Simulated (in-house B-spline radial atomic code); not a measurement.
# Ionising Ca⁸⁺ with different functionals

Computed with a B-spline radial code for spherical atoms: non-relativistic Hamiltonian, point nucleus, spin-polarised at highest spin, spherical fractional occupations for the functionals. The ionisation energy is the difference of two self-consistent energies, [Ne] 3s2 → [Ne] 3s1, without Breit or QED terms; ε is the level of the shell that loses the electron (its least bound occupied spin orbital).

```csv
method,rung,ΔSCF (eV),-ε(3s) (eV)
LDA VWN5,LDA,?,?
LDA PW92,LDA,187.74,178.01
LDA exchange-only,LDA,185.57,176.23
PBE,GGA,187.74,177.92
PBEsol,GGA,187.31,177.77
BLYP,GGA,187.79,177.99
RPBE,GGA,187.61,177.78
PW91,GGA,187.89,178.09
BP86,GGA,187.69,178.12
AM05,GGA,187.11,177.69
OLYP,GGA,187.25,177.72
TPSS,meta-GGA,187.26,178.03
SCAN,meta-GGA,186.51,178.28
r2SCAN,meta-GGA,?,?
M06-L,meta-GGA,187.08,178.03
revTPSS,meta-GGA,187.05,178.04
PBE0,global hybrid,187.43,180.14
B3LYP,global hybrid,187.78,179.92
```

What does LDA VWN5 give?

ΔSCF 187.75 eV, and -ε(3s) = 178.02 eV.

What does r2SCAN give?

ΔSCF 186.39 eV, and -ε(3s) = 178.20 eV.

Among the functionals, which spreads more, the ΔSCF values or the orbital energies?

The orbital energies: ΔSCF values span about 2.32 eV and the orbital energies 3.91 eV.

How do they compare with the NIST value?

NIST lists 188.54 eV ± 0.06 (semi-empirical, ground level to ground level). Errors run from -2.97 to -0.65 eV; PW91 is closest (-0.65 eV), but part of that can be cancellation, since the calculations leave out relativity, Breit-QED terms, the near-degeneracy of s² and p².
